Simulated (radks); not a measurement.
Neutral tantalum, 73 electrons, occupied as [Xe] 4f14 5d3 6s2. All-electron calculation, scalar-relativistic Kohn-Sham, LDA (Slater exchange, Perdew-Wang correlation), spin-polarised, spherical densities, finite nucleus; open shells are filled with parallel spins first (spin-orbit coupling, left out, can overturn this in heavy ions); Fermi nuclear charge, rms radius 5.3507 fm; hard spherical wall at 20 bohr. Program: a radial shooting solver on a logarithmic mesh with Libxc functionals. Some entries of the table are withheld. Estimate them.

| orbital | occ. | eigenvalue (eV) | <1/r> (bohr^-1) |
|---|---|---|---|
| 1s down | 1 | -67289.10 | 85.33 |
| 1s up | 1 | -67289.10 | 85.33 |
| 2s up | 1 | -11562.78 | 19.94 |
| 2s down | 1 | -11562.69 | 19.94 |
| 2p up | 3 | -10139.80 | 18.15 |
| 2p down | 3 | -10139.72 | 18.15 |
| 3s up | 1 | -2648.153 | 7.380 |
| 3s down | 1 | -2648.120 | 7.380 |
| 3p up | 3 | -2224.724 | 6.832 |
| 3p down | 3 | -2224.688 | 6.832 |
| 3d up | 5 | -1728.890 | 6.462 |
| 3d down | 5 | -1728.827 | 6.462 |
| 4s up | 1 | -539.0563 | 3.135 |
| 4s down | 1 | -538.9735 | 3.135 |
| 4p up | 3 | -400.0284 | 2.852 |
| 4p down | 3 | -399.9443 | 2.852 |
| 4d up | 5 | -221.8303 | 2.532 |
| 4d down | 5 | -221.7226 | 2.533 |
| 5s up | 1 | -73.4086 | 1.211 |
| 5s down | 1 | -72.4461 | 1.218 |
| 5p up | 3 | -39.9654 | 1.011 |
| 5p down | 3 | -38.6906 | 1.018 |
| 4f up | 7 | -24.8311 | 2.000 |
| 4f down | 7 | -24.5729 | 2.006 |
| 6s up | 1 | -6.0112 | 0.3930 |
| 6s down | 1 | -4.9682 | 0.3724 |
| 5d up | 3 | (1) | 0.6005 |
| 5d down | 0 | (2) | 0.5811 |
| 6p up | 0 | -1.6587 | 0.2691 |
| 6p down | 0 | -1.2046 | 0.2441 |
| 7s up | 0 | 0.0128 | 0.1266 |
| 7s down | 0 | 0.0879 | 0.1225 |
| 5f up | 0 | 1.4765 | 0.08172 |
| 5f down | 0 | 1.4785 | 0.08147 |

Answer. 
(1) 5d up eigenvalue (eV): -4.3343
(2) 5d down eigenvalue (eV): -2.8447
